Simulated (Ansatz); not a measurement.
Steps of a relaxation of CH6OSiSn, SMILES `C1[O][SnH2][SiH2]1` with RKS PBE0-D4/def2-TZVP.

```sh
$ ansatz run in.yaml --threads 4 --pin off --events-out ev --progress --plain --max-ram 10444MiB
```

```yaml
crystal:
  periodic: [false, false, false]
  atoms:
    - {symbol: C, position_ang: [-0.924489, 0.649169, -0.668425]}
    - {symbol: O, position_ang: [-0.871637, -0.742272, -0.977612]}
    - {symbol: Sn, position_ang: [0.658731, -1.521722, 0.178999]}
    - {symbol: Si, position_ang: [0.446644, 1.004392, 0.662957]}
    - {symbol: H, position_ang: [-1.929744, 0.940741, -0.274924]}
    - {symbol: H, position_ang: [-0.751563, 1.276505, -1.577909]}
    - {symbol: H, position_ang: [1.870954, -2.223991, -0.849020]}
    - {symbol: H, position_ang: [0.028722, -2.764667, 1.217753]}
    - {symbol: H, position_ang: [-0.025950, 1.419269, 2.033886]}
    - {symbol: H, position_ang: [1.581532, 1.911276, 0.257095]}
basis:
  gaussian: {orbitals: def2-TZVP}
hamiltonian: {xc: pbe0, dispersion: d4}
relax: {f_tol: 0.005, max_steps: 150}
```

Positions (Å) and forces (eV/Å) along the path, 6 of 6 steps:

```xyz
10
step=1 energy=-16884.9580 eV
C    -0.924    0.649   -0.668   -0.173    0.367   -0.059
O    -0.872   -0.742   -0.978    0.569    0.102    0.528
Sn    0.659   -1.522    0.179   -0.452    0.226   -0.333
Si    0.447    1.004    0.663   -0.082   -0.106   -0.097
H    -1.930    0.941   -0.275    0.511   -0.240   -0.206
H    -0.752    1.277   -1.578   -0.069   -0.406    0.438
H     1.871   -2.224   -0.849   -0.253    0.123    0.184
H     0.029   -2.765    1.218    0.112    0.229   -0.225
H    -0.026    1.419    2.034    0.094   -0.092   -0.308
H     1.582    1.911    0.257   -0.257   -0.204    0.077
10
step=2 energy=-16885.0103 eV
C    -0.913    0.643   -0.660   -0.065    0.250    0.007
O    -0.843   -0.745   -0.952    0.076   -0.015    0.064
Sn    0.655   -1.481    0.188   -0.147   -0.066   -0.150
Si    0.450    0.985    0.661   -0.076    0.276    0.008
H    -1.913    0.914   -0.277    0.175   -0.059   -0.077
H    -0.743    1.247   -1.569   -0.035   -0.119    0.157
H     1.813   -2.185   -0.830    0.189   -0.062   -0.128
H     0.030   -2.713    1.171   -0.079   -0.143    0.171
H    -0.023    1.399    2.016    0.025   -0.016   -0.074
H     1.571    1.884    0.254   -0.062   -0.046    0.022
10
step=3 energy=-16885.0214 eV
C    -0.912    0.648   -0.657    0.027    0.100    0.050
O    -0.843   -0.740   -0.950   -0.011   -0.051   -0.023
Sn    0.647   -1.498    0.176   -0.015    0.028   -0.004
Si    0.447    0.990    0.661   -0.014    0.022   -0.005
H    -1.908    0.917   -0.278    0.018   -0.024   -0.010
H    -0.743    1.248   -1.563   -0.001   -0.029    0.012
H     1.835   -2.185   -0.844    0.013   -0.022   -0.012
H     0.020   -2.723    1.192   -0.003   -0.029    0.006
H    -0.024    1.405    2.011   -0.002    0.004   -0.011
H     1.565    1.886    0.254   -0.011    0.000   -0.002
10
step=4 energy=-16885.0219 eV
C    -0.910    0.650   -0.655    0.007    0.054    0.021
O    -0.843   -0.739   -0.949    0.005   -0.038   -0.005
Sn    0.646   -1.499    0.176    0.001   -0.001    0.003
Si    0.447    0.993    0.662   -0.011   -0.006   -0.010
H    -1.906    0.917   -0.277   -0.003   -0.006    0.002
H    -0.742    1.247   -1.561    0.003   -0.004   -0.004
H     1.833   -2.193   -0.844   -0.001    0.003   -0.001
H     0.022   -2.731    1.187   -0.001    0.002   -0.001
H    -0.027    1.412    2.010   -0.001   -0.002    0.000
H     1.561    1.892    0.253    0.001   -0.002   -0.003
10
step=5 energy=-16885.0219 eV
C    -0.910    0.651   -0.654    0.004    0.020    0.009
O    -0.842   -0.739   -0.949   -0.003   -0.015   -0.006
Sn    0.647   -1.499    0.177    0.001   -0.001    0.002
Si    0.447    0.993    0.662   -0.002   -0.005   -0.002
H    -1.906    0.917   -0.276   -0.002   -0.003    0.000
H    -0.741    1.247   -1.561    0.000   -0.002   -0.002
H     1.834   -2.192   -0.844   -0.001    0.002    0.001
H     0.022   -2.731    1.187    0.001    0.002   -0.001
H    -0.028    1.412    2.009    0.000    0.001    0.001
H     1.561    1.891    0.252    0.001    0.000    0.000
10
step=6 energy=-16885.0219 eV
C    -0.910    0.651   -0.653   -0.005    0.001   -0.002
O    -0.843   -0.739   -0.949    0.004   -0.004    0.000
Sn    0.645   -1.499    0.176   -0.001    0.001    0.005
Si    0.447    0.992    0.662   -0.001    0.005   -0.002
H    -1.906    0.916   -0.276    0.002    0.000    0.000
H    -0.742    1.246   -1.561    0.001    0.001    0.003
H     1.836   -2.189   -0.843   -0.001   -0.001   -0.002
H     0.021   -2.732    1.186   -0.001   -0.001   -0.001
H    -0.027    1.415    2.009    0.000   -0.003    0.000
H     1.562    1.888    0.252    0.000   -0.001   -0.001
```

It took 24 s on 4 threads of an Arm Neoverse V1 on a shared host, with 0.49 GiB of host memory at the peak.
